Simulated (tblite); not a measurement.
Compound: C₆H₁₂NP.
Numbering: `[CH3:1][CH2:2][P@:3]1(=[NH:4])[CH:5]=[CH:6][CH2:7][CH2:8]1` (hydrogens: H9, H10, H11 on C1; H12, H13 on C2; H14 on N4; H15 on C5; H16 on C6; H17, H18 on C7; H19, H20 on C8)

Cartesian coordinates in Å at the GFN2-xTB level; atoms count from 1:
```xyz
20
C6H12NP angstrom
C      2.3233    0.5879   -1.0832
C      1.5234   -0.4775   -0.3514
P      0.1986    0.3407    0.6707
N      0.5474    1.6039    1.5123
C     -0.7020   -1.0759    1.3905
C     -1.8737   -1.2527    0.7968
C     -2.2018   -0.3844   -0.3807
C     -1.1914    0.7659   -0.4412
H      3.1850    0.1560   -1.5889
H      1.7032    1.0929   -1.8219
H      2.6723    1.3380   -0.3746
H      1.0702   -1.1907   -1.0414
H      2.1631   -1.0345    0.3407
H      1.3628    1.5234    2.1041
H     -0.3572   -1.6349    2.2456
H     -2.5930   -2.0046    1.0906
H     -2.1566   -0.9931   -1.2892
H     -3.2252   -0.0101   -0.2985
H     -1.6019    1.6886   -0.0268
H     -0.8518    0.9718   -1.4566
```

Computed with GFN2-xTB (tblite): harmonic, unscaled wavenumbers at the GFN2-xTB geometry, gas phase. Against measured fundamentals such values can be off by several per cent, at times by over 20. One conformer, not necessarily the lowest.

Harmonic wavenumbers (cm⁻¹): 53.3, 78.4, 130.0, 149.7, 193.1, 224.2, 283.2, 324.5, 376.1, 394.0, 471.5, 615.6, 640.3, 711.2, 717.4, 744.9, 755.9, 800.6, 884.6, 899.9, 942.1, 948.9, 962.7, 994.1, 1039.2, 1070.1, 1095.9, 1108.3, 1171.4, 1190.9, 1209.7, 1218.4, 1239.2, 1270.2, 1302.9, 1407.4, 1425.7, 1441.0, 1472.8, 1487.8, 1495.0, 1654.3, 2930.1, 2933.5, 2966.9, 2968.0, 2972.7, 2979.7, 3016.9, 3018.4, 3027.6, 3057.6, 3084.7, 3393.6.

A = 2773, B = 1315, C = 1240 MHz; mass 129.071 u (most abundant isotopes); point group C1, symmetry number 1.

Zero-point energy?

½Σν̃ = 36473 cm⁻¹ = 436.32 kJ/mol.

Give the ideal-gas entropy at 273.15 K and 1 bar in the rigid-rotor, harmonic-oscillator model (classical rotation).

Translation 167.65, rotation 118.80, vibration 103.94: S = 390.4 J/(mol K).

And Cp and H(273.15 K) − H(0)?

Cp = 149.38 J/(mol K), of which vibrations give 116.12 (their classical limit is 54 R = 449.0); H(273.15 K) − H(0) = 24.56 kJ/mol without the zero-point energy, 15.48 from vibrations.

What must be added to the electronic energy to get the Gibbs energy at 273.15 K and 1 bar?

ZPE + [H(273.15 K) − H(0)] − T·S = 436.32 + 24.56 − 106.63 = 354.25 kJ/mol.

Which modes carry the vibrational entropy at 273.15 K?

53.3 cm⁻¹: 18.90; 78.4 cm⁻¹: 15.73; 130.0 cm⁻¹: 11.62; 149.7 cm⁻¹: 10.50; 193.1 cm⁻¹: 8.52; 224.2 cm⁻¹: 7.40 J/(mol K); the other 48 give 31.26 together.

How do the functions run with temperature in this model?

| T (K) | S (J/(mol K)) | Cp (J/(mol K)) | H − H(0) (kJ/mol) | G − H(0) (kJ/mol) | ln q(vib) |
| --- | --- | --- | --- | --- | --- |
| 150 | 318.9 | 96.0 | 9.55 | -38.29 | 2.64 |
| 250 | 377.6 | 138.7 | 21.23 | -73.18 | 5.11 |
| 298.15 | 404.0 | 161.0 | 28.44 | -92.00 | 6.31 |
| 400 | 457.8 | 206.5 | 47.20 | -135.91 | 8.89 |
| 600 | 555.5 | 275.8 | 95.89 | -237.43 | 13.99 |
| 900 | 681.0 | 341.7 | 189.36 | -423.50 | 21.37 |

q(vib) and H(0) count from the zero-point level.

Hindered rotation and anharmonicity are outside this model. Other conformers, if any are populated, would add a mixing term that is left out. The structure is chiral; the term R ln 2 for an equal mix with its mirror image is left out.
